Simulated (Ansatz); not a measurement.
Gas-phase reaction R1 → P1 + P2, each structure at its B3LYP-D3(BJ)/def2-TZVP stationary point, reached from a drawn start (curvature not checked).
R1, F3Ti (SMILES [F][Ti]([F])[F]) (charge 0, multiplicity 2):
```xyz
4

Ti    -0.00002     0.00003    -0.00029
F      1.77957    -0.01001    -0.00981
F     -0.88123     1.54621    -0.00132
F     -0.89833    -1.53622     0.01132
```
P1, F2Ti (SMILES [F][Ti][F]) (charge 0, multiplicity 3, Z-matrix in Å and degrees):
```
Ti
F 1 1.8030
F 1 1.8030 2 140.97
```
P2: F atom, charge 0, multiplicity 2.

P less R. No zero-point or thermal terms; open shells are unrestricted; no spin–orbit coupling. The spin states of the d-block species are the ones drawn and need not be the lowest.

Frozen-core correlation throughout.

Codes used: Ansatz (an electronic-structure program) with Gaussian orbitals. Each number belongs to the level named beside it.

PBE/def2-TZVPP gives 155.19 kcal/mol for the reaction energy.

Q: Where do these levels fall relative to PBE: r2SCAN/def2-TZVPP, PBE0/def2-TZVPP, wB97M-V/def2-TZVPP, B2PLYP/def2-TZVPP, MP2/def2-QZVPP, CCSD(T)/def2-QZVPP.

A: r2SCAN/def2-TZVPP -5.72; PBE0/def2-TZVPP -11.73; wB97M-V/def2-TZVPP -9.29; B2PLYP/def2-TZVPP -8.43; MP2/def2-QZVPP -1.61; CCSD(T)/def2-QZVPP -8.59 kcal/mol. 0 of 6 lie above PBE; the widest gap is to PBE0/def2-TZVPP.
